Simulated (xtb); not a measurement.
SnI2, SMILES [I][Sn][I] (connectivity only; charge and spin as stated), neutral, multiplicity 1. All values are semi-empirical tight-binding results from xtb (GFN2-xTB unless named), good for trends rather than for accurate numbers. Coordinates come from a GFN2-xTB optimisation. The isomer is the one that the SMILES or the coordinates give; other isomers of the formula were not compared.

Optimised geometry:

Bond lengths (Å): Sn1–I2 2.735, Sn1–I3 2.735. Angles (°): I2–Sn1–I3 103.1.
Charge 0, spin multiplicity 1.

For metal compounds this method's bond lengths and energies can be far off.

Question: Estimate the properties. (The exact figures need the calculation; the answer reports its results.)

Answer: 
- point group as xtb finds it: C2v
- orbital gap: 3.86 eV
- zero-point energy: 0.7 kcal/mol
- G − E(el) at 298.15 K (modified RRHO): -20.1 kcal/mol

Computed atomic charges and the Wiberg bond orders between heavy atoms:
charges (e) Sn1 0.44, I2 -0.22, I3 -0.22. Bond orders Sn1–I2 1.27, Sn1–I3 1.27.
